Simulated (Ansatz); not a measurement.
A made-up structure of BH4SeS (charge +1), closed shell:

B1  (-1.444, 0.452, -0.657)
Se2  (1.506, -0.152, 0.215)
S3  (-0.641, -0.531, 0.776)
H4  (-2.631, 0.412, -0.596)
H5  (-0.789, 1.009, -1.473)
H6  (2.057, 0.263, 1.559)
H7  (2.055, -1.554, 0.325)
(Å)

It is relaxed with PBE-D4/def2-SVP and then PBE0-D4/def2-TZVP (Ansatz 0.2.0). Atoms count as bonded within 1.22 times the sum of their covalent radii (H–H: 0.88 Å). The end point is not checked to be a true minimum.

(1) Does its bonding change? (Judge from chemistry; the calculation decides.)

Answers

(1) The calculation gives: No: no bond forms or breaks.

Where it ends: The first stage lowers the energy by 0.17 eV in 9 steps. It ends as BH₄SeS ([BH2][S][SeH2]), total charge +1:
| atom | x (Å) | y (Å) | z (Å) |
| --- | --- | --- | --- |
| B1 | -1.4020 | 0.4315 | -0.6283 |
| Se2 | 1.5278 | -0.1318 | 0.1899 |
| S3 | -0.6142 | -0.4683 | 0.6909 |
| H4 | -2.5859 | 0.3698 | -0.5344 |
| H5 | -0.7944 | 1.0037 | -1.4709 |
| H6 | 1.9930 | 0.2241 | 1.5509 |
| H7 | 1.9888 | -1.5306 | 0.3514 |

Labels in which every atom is bracketed show which atoms are joined, not bond orders.

For scale, one of the runs: PBE0-D4/def2-TZVP relaxation, 140 basis functions, launched by `ansatz run in.yaml --threads 2 --pin off --events-out ev --progress --plain --max-ram 4352MiB`. Hardware: 2 CPU threads of an Arm Neoverse V1, shared host. Wall time about 30 s.
